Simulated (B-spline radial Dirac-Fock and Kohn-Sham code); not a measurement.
**The Re atom: differential elastic cross section for electrons at 200 eV**

Level of theory: relativistic (Dirac) partial waves in the static field of the Dirac-Fock atom with Furness-McCarthy exchange, without polarisation or absorption potentials; an atomic code on a B-spline grid. Below a few hundred eV the neglected polarisation potential matters, most of all at small angles.

| θ (°) | dσ/dΩ (Å²/sr) | Sherman function |
| --- | --- | --- |
| 0 | 39.1 | 0.000 |
| 1 | 38.8 | 0.000 |
| 2 | 37.9 | 0.001 |
| 3 | 36.5 | 0.001 |
| 5 | 32.3 | 0.002 |
| 7 | 27.3 | 0.003 |
| 10 | 19.5 | 0.005 |
| 15 | 9.68 | 0.010 |
| 20 | 4.23 | 0.016 |
| 25 | 1.57 | 0.019 |
| 30 | 0.438 | -0.002 |
| 40 | 0.189 | -0.153 |
| 50 | 0.436 | -0.044 |
| 60 | 0.325 | -0.005 |
| 70 | 0.0862 | 0.044 |
| 80 | 0.00419 | -0.770 |
| 90 | 0.0365 | -0.315 |
| 100 | 0.0467 | -0.275 |
| 110 | 0.0245 | -0.298 |
| 120 | 0.0207 | -0.013 |
| 130 | 0.0257 | 0.118 |
| 140 | 0.00935 | 0.130 |
| 150 | 0.0121 | -0.263 |
| 160 | 0.101 | -0.060 |
| 170 | 0.246 | -0.019 |
| 180 | 0.318 | 0.000 |

**Question.** What integrated cross sections go with this distribution?

**Answer.** The total elastic cross section is 7.40 Å², the first transport cross section 0.960 Å² and the second, weighted with (3/2) sin²θ, 1.63 Å². The mean deflection is ⟨1 − cos θ⟩ = 0.130, and 3.3 % of the collisions scatter beyond 90°.

On this grid of angles the cross section has minima near 40°, 80°, 120°, 140°, from interference among the few low partial waves with large phase shifts.

Phase shifts modulo π (rad) for κ = −1 to −5: -0.102, 0.724, 1.259, 1.285, 1.427.

Values without a named source are computed, but for edge energies of neutral atoms, which are taken from tables.
